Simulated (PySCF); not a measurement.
FGe, SMILES [F][Ge] (connectivity only; charge and spin as stated), neutral, multiplicity 2. Coordinates come from a PBE-D3(BJ)/def2-TZVPD optimisation.

Computed with PBE-D3(BJ)/def2-TZVPD in PySCF.

Harmonic wavenumbers (cm⁻¹): 626. Rotational constants (GHz): 10.55 (linear); symmetry number 1.

Task: Work out the zero-point energy and the ideal-gas rigid-rotor harmonic-oscillator thermochemistry at 298.15 K and 1 atm.

Result: ZPE = ½ Σ hcν = ½ × 626 cm⁻¹ = 0.90 kcal/mol. H − E(el) = 3.06 kcal/mol. Entropy in cal/(mol K): translation 39.46, rotation 14.66, vibration 0.41, spin 1.38, total 55.90. G − E(el) = -13.61 kcal/mol. Cp = 7.93 cal/(mol K).
